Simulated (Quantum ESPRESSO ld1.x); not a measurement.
Q: V+, 22 electrons, occupied as [Ar] 3d4 (the NIST ground configuration). Method: non-relativistic Kohn-Sham, LDA (Slater exchange, Perdew-Wang correlation), spin-polarised, spherical densities, point nucleus; open shells are filled with parallel spins first; computed with ld1.x of Quantum ESPRESSO 7.5. Some entries of the table are withheld. Estimate them.

| orbital | occ. | eigenvalue (hartree) | r(max) (bohr) |
|---|---|---|---|
| 1s down | 1 | -195.306 | 0.04419 |
| 1s up | 1 | -195.306 | 0.04419 |
| 2s up | 1 | -21.8868 | 0.2587 |
| 2s down | 1 | -21.8408 | 0.2586 |
| 2p up | 3 | -18.5047 | (1) |
| 2p down | 3 | -18.4694 | (2) |
| 3s up | 1 | -2.66550 | 0.8288 |
| 3s down | 1 | -2.54641 | 0.8290 |
| 3p up | 3 | -1.75522 | 0.8506 |
| 3p down | 3 | -1.63776 | 0.8512 |
| 3d up | 4 | -0.37143 | (3) |
| 3d down | 0 | -0.26707 | (4) |

A: 
(1) 2p up r(max) (bohr): 0.2091
(2) 2p down r(max) (bohr): 0.2089
(3) 3d up r(max) (bohr): 0.9099
(4) 3d down r(max) (bohr): 0.9225
